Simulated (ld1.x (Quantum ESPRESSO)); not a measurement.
# Plane-wave convergence, TM potential for cerium (Ce)

```
Element                 : cerium (Ce)
Generator               : ld1.x (Quantum ESPRESSO) 7.5
Type                    : norm-conserving Troullier–Martins (Kleinman–Bylander form)
Functional              : PBEsol
Relativity              : scalar-relativistic
Frozen core             : [Xe]
Valence charge          : 4
Reference configuration : 4f1 5d1 6s2 6p0
Partial waves           : 6p (bound, empty): rc 3.15 bohr; 5d (bound): rc 2.60 bohr; 4f (bound): rc 1.50 bohr; 6s (bound): rc 3.55 bohr
Local potential         : the s channel
Core correction         : a·sin(br)/r model core inside 1.20 bohr
```

The pseudo-atom Hamiltonian at the reference potential is diagonalised in spherical Bessel functions j_l(qr) that vanish at 20 bohr, with q² up to the cutoff. All-electron valence levels (Ry): 6p -0.0981, 5d -0.2259, 4f -0.3986, 6s -0.2771.

Task: How do the lowest levels (Ry) of each channel move with the cutoff, and are there ghosts?

Result:

```tsv
cutoff (Ry)	p #1	p #2	d #1	d #2	f #1	f #2	s #1	Σ f·Δε (mRy)
8	-0.6189	-0.0206	-0.1991	0.0451	0.0927	0.2011	-0.2770	518.3
15	-2.5238	-0.0927	-0.2256	0.0438	0.0927	0.2011	-0.2771	491.6
30	-2.9874	-0.0979	-0.2258	0.0438	0.0927	0.2011	-0.2771	491.3
45	-2.9947	-0.0980	-0.2259	0.0438	0.0927	0.2010	-0.2771	491.3
60	-2.9950	-0.0980	-0.2259	0.0438	0.0927	0.2007	-0.2771	491.3
90	-2.9958	-0.0980	-0.2259	0.0438	-0.0642	0.0932	-0.2771	334.4
140	-2.9959	-0.0980	-0.2259	0.0438	-0.3934	0.0929	-0.2771	5.2
200	-2.9960	-0.0980	-0.2259	0.0438	-0.3983	0.0929	-0.2771	0.3
400	-2.9960	-0.0980	-0.2259	0.0438	-0.3986	0.0929	-0.2771	0.0
```

Result: ghost state, extra bound levels that the all-electron valence spectrum of the same l lacks: p at -40.8 eV (a true bound ghost makes a file unfit for plane-wave use); 10 mRy is reached at 140 Ry and 1 mRy at 160 Ry.

2 of 7 tests not solved or not reliable.
